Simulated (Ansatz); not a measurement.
Ideal-gas functions of `F[Si@H]1[SiH2][Si@@H]1Cl` at 298.15 K and 1 bar, from an Ansatz frequency run at PBE0-D4/def2-TZVP.

Molar mass 142.74 g/mol, point group C1 (symmetry number 1), electronic degeneracy 1, moments of inertia 176.267, 460.653, 586.721 u Å². Harmonic wavenumbers (cm⁻¹, unscaled): 67, 101, 155, 158, 284, 323, 374, 437, 510, 534, 586, 610, 680, 734, 788, 883, 925, 2216, 2219, 2224, 2243.

Use S(trans) = R[1.5 ln M + 2.5 ln T − 1.1517]; rotational temperatures θ = 24.2544 K / I; S(rot) = R[ln(√π/σ · √(T³/θAθBθC)) + 1.5]; for each mode x = 1.438777 ν̃/T, S = R[x/(eˣ − 1) − ln(1 − e⁻ˣ)] and H = RT x/(eˣ − 1); 1 cm⁻¹ = 0.0119627 kJ/mol; R = 8.31446 J/(mol·K).

Q: By hand: the entropy, in J/(mol·K).

A: Translation 170.7. Rotation: θ = 0.1376, 0.0527, 0.0413 K, giving 122.0. Vibration, mode by mode: 17.74, 14.37, 10.92, 10.77, 6.32, 5.42, 4.45, 3.50, 2.65, 2.42, 1.98, 1.81, 1.38, 1.12, 0.91, 0.63, 0.53, 0.00, 0.00, 0.00, 0.00, in all 86.9. Electronic 0.0. Sum 379.6 J/(mol·K).

Q: By hand: H − E and G − E in kJ/mol, counted from the electronic energy.

A: Zero-point energy ½ × 17051 × 0.0119627 = 102.0; thermal vibration 14.2; translation, rotation and pV give 4 RT = 9.9. H − E = 126.1 kJ/mol, and G − E = 126.1 − 298.15 × 379.6/1000 = 12.9 kJ/mol.

Vibration gives 23 % of the entropy, 32.1 J/(mol·K) of it from the modes under 150 cm⁻¹: soft modes count most, and the harmonic formula is weakest for them. The sum counts one conformer and one mirror image; others add a mixing term.
